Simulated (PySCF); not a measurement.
**Co²⁺: excitation energy**

Co²⁺ [Ar] 3d7 (4F) → Co²⁺ [Ar] 3d6 4s1 (6D), as a difference of total energies. Computed with PySCF 2.14 in aug-cc-pVTZ-DK, with the spin-free X2C one-electron Hamiltonian (Gaussian nucleus). Correlated levels: valence: [Ar] frozen. The calculations carry no spin-orbit coupling.

| method | excitation energy (cm⁻¹) |
| --- | --- |
| UHF | 35238 |
| MP2 (valence) | 45579 |
| SCS-MP2 (valence) | 48475 |
| CCSD (valence) | 44122 |
| CCSD(T) (valence) | 44469 |
